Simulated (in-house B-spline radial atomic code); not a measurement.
Orbital energies and mean radii along the 23-electron series, configuration 1s2 2s2 2p6 3s2 3p6 3d3/2(4) 3d5/2(1). The effective charge is n√(-2ε), a non-relativistic measure. Computed with a radial B-spline atomic code at the basis-set limit: Dirac-Hartree-Fock, jj configuration that fills j = l - 1/2 first, finite nuclei.

| ion | Z | energy of 3p3/2 (Eh) | mean radius of 3p3/2 (bohr) | energy of 3s1/2 (Eh) | mean radius of 3s1/2 (bohr) | effective charge of 3p3/2 |
| --- | --- | --- | --- | --- | --- | --- |
| Sm39+ | 62 | -116.33 | 0.24172 | -128.11 | 0.24216 | 45.76 |
| Eu40+ | 63 | -121.59 | 0.23691 | -133.95 | 0.23715 | 46.783 |
| Gd41+ | 64 | -126.97 | 0.23228 | -139.94 | 0.23232 | 47.806 |
| Tb42+ | 65 | -132.46 | 0.22781 | -146.07 | 0.22765 | 48.83 |
| Dy43+ | 66 | ? | ? | ? | ? | ? |
| Ho44+ | 67 | -143.81 | 0.21936 | -158.78 | 0.21877 | 50.878 |
| Er45+ | 68 | ? | ? | ? | ? | ? |
| Tm46+ | 69 | -155.63 | 0.21148 | -172.11 | 0.21045 | 52.928 |
| Yb47+ | 70 | -161.73 | 0.20774 | -179 | 0.20648 | 53.954 |

**Question.** Fill in the row of Dy43+.

**Answer.** energy of 3p3/2 (Eh): -138.08; mean radius of 3p3/2 (bohr): 0.22351; energy of 3s1/2 (Eh): -152.35; mean radius of 3s1/2 (bohr): 0.22313; effective charge of 3p3/2: 49.854.

**Question.** Fill in the row of Er45+.

**Answer.** energy of 3p3/2 (Eh): -149.66; mean radius of 3p3/2 (bohr): 0.21535; energy of 3s1/2 (Eh): -165.37; mean radius of 3s1/2 (bohr): 0.21454; effective charge of 3p3/2: 51.903.

**Question.** How does the screening of 3p3/2 change?

**Answer.** Z less the effective charge goes from 16.24 at Z = 62 to 16.05 at Z = 70.
